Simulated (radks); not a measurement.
All-electron atom: Eu II in [Xe] 4f7 6s1. All-electron calculation, Dirac Kohn-Sham, RPBE, spin-unpolarised, spherical densities, finite nucleus; open shells fill j = l - 1/2 first; Fermi nuclear charge, rms radius 5.1115 fm. Program: a radial shooting solver on a logarithmic mesh with Libxc functionals.

Normalised radial functions P(r) = r R(r) (large component), r in bohr:

r           4d5/2    5p3/2   4f7/2
0.002716   0.0001   0.0038  0.0000
0.003711   0.0002   0.0067  0.0000
0.005029   0.0006   0.0116  0.0000
0.006815   0.0014   0.0198  0.0000
0.009311   0.0033   0.0335  0.0000
0.01262    0.0076   0.0543  0.0001
0.0171     0.0170   0.0847  0.0002
0.02336    0.0378   0.1260  0.0006
0.03166    0.0788   0.1707  0.0017
0.04326    0.1582   0.2048  0.0049
0.05863    0.2887   0.1963  0.0132
0.07945    0.4753   0.1123  0.0339
0.1085     0.6824  -0.0604  0.0819
0.1471     0.7805  -0.2438  0.1758
0.1994     0.6003  -0.2898  0.3370
0.2724     0.0214  -0.0679  0.5714
0.3691    -0.7542   0.2969  0.8186
0.5003    -1.3029   0.4478  0.9914
0.6835    -1.2838   0.1205  1.0033
0.9263    -0.8355  -0.4613  0.8604
1.255     -0.3658  -0.8565  0.6442
1.715     -0.0985  -0.8281  0.4212
2.324     -0.0156  -0.5179  0.2449
3.15      -0.0012  -0.2154  0.1256
4.303     0.0000  -0.0542  0.0543
5.832     0.0000  -0.0077  0.0189
7.904     0.0000  -0.0005  0.0046
10.8      0.0000  0.0000  0.0006

4d5/2: eigenvalue -138.40 eV, 1 radial node at r = 0.275 bohr, <r> = 0.659 bohr, 90 % of the charge inside 0.991 bohr. 5p3/2: eigenvalue -28.799 eV, 3 radial nodes at r = 0.0986, 0.289, 0.730 bohr, <r> = 1.66 bohr, 90 % of the charge inside 2.43 bohr. 4f7/2: eigenvalue -8.381 eV, 0 radial nodes, <r> = 0.981 bohr, 90 % of the charge inside 1.73 bohr.
